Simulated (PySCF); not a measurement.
Zn(Me) (CH3Zn), SMILES [CH3][Zn+], charge +1. Geometry optimised at r2SCAN-D4/def2-TZVP. The multiplicity is an assumed one; other spin states were not compared. The isomer is the one that the SMILES or the coordinates give; other isomers of the formula were not compared.

The numbers are results of r2SCAN-D4/def2-TZVP run with PySCF 2.14.0, not measurements.

Harmonic wavenumbers (cm⁻¹): 493, 763, 763, 1141, 1408, 1408, 3060, 3205, 3205. Rotational constants (GHz): 150.2, 9.792, 9.792; symmetry number 3.

Task: Work out the zero-point energy and the ideal-gas rigid-rotor harmonic-oscillator thermochemistry at 298.15 K and 1 atm.

Result: ZPE = ½ Σ hcν = ½ × 15445 cm⁻¹ = 92.38 kJ/mol. H − E(el) = 103.46 kJ/mol. Entropy in J/(mol K): translation 163.46, rotation 77.22, vibration 5.20, total 245.88. G − E(el) = 30.15 kJ/mol. Cp = 46.42 J/(mol K).
